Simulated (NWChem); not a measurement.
A series in which one site is exchanged, each optimised at PBE0/def2-SVP with NWChem, gas phase unless a solvent is named. All stand in one matching conformer (torsions within 35°), which need not be the lowest. 

A: OB(O)F (BH$_{2}$O$_{2}$F; site = B)
B: [OH][Sc]([OH])[F] (ScH2O2F; site = Sc)
C: [OH][Al]([OH])[F] (AlH$_{2}$O$_{2}$F; site = Al)
D: [OH][Ga]([OH])[F] (GaH₂O₂F; site = Ga)

**Question.** Rank them by lowest singlet excitation, PBE0/def2-SVPD, TDA (eV), lowest first.

**Answer.** B (5.57), D (6.28), C (6.94), A (8.30)
